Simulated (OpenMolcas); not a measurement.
Nb3+: effect of the metal basis

Nb3+ with 6 ligands (water) in octahedral coordination (Th) at 2.17 Å.

| Item | Value |
| --- | --- |
| Program | OpenMolcas |
| Method | CASSCF |
| Spin-orbit coupling | RASSI with atomic mean-field integrals over the reference wave functions |

Fixed: ligand basis ANO-RCC-VDZP, active space 2 electrons in 5 orbitals (4d), DKH2 Hamiltonian.

States (labels of O, taken over from Oh, the nearest higher group). Energies in cm-1 above the lowest state or level, χT in cm3 K/mol; under a threefold ground state the first gap can be a small split of the lowest multiplet, not the spin-orbit step; 10Dq and B are least-squares fits to the states below 45000 cm-1, weighted by degeneracy, with a free offset, and given where the rms deviation is under 5 % of |10Dq| (or 100 cm-1) and under 700 cm-1.

```csv
Run,Metal basis,Ground state,First state of that spin,10Dq,B (rms of fit),First gap with spin-orbit (degeneracies),χT at 300 K,First state of another spin,Cost
A,ANO-RCC-VDZP,3T1,3T2 22867,24261,685 (68),"23.3 (2, 3)",0.458,1T2 9887,roughly 40 core-seconds
B,ANO-RCC-VTZP,3T1,3T2 22821,24234,684 (80),"22.8 (2, 3)",0.463,1T2 9920,roughly 60 core-seconds
```

Against A, |10Dq| changes by -0.1 % in B.

Costs are those of the RASSCF and RASSI steps.

An orbital triplet at a regular site is open to Jahn-Teller coupling, which can distort the site and quench the lowest spin-orbit gaps and is left out. Without dynamic correlation the repulsion within the d shell is too large (B by tens of per cent), so at a given field states of lower spin stand too high. The least metal-like active orbital is 82 % on the metal (Löwdin) and no ligand orbital is active, so the numbers are rough. With metal d orbitals alone the field can be off either way by tens of per cent. Ligand-to-metal charge-transfer states are missing. With no ligand orbital active B as a rule stays too high, so bands that hang on it stand too high and its fall with covalency is understated. The distance lies 4 % over the 2.08 Å that this model takes as the normal distance (a Shannon-type radius plus a fixed donor radius); by an R⁻⁵ law this alone changes a d-shell field by about -19 %. No measured value stands beside these numbers; the geometry was imposed, not optimised, and the real ion may take another.
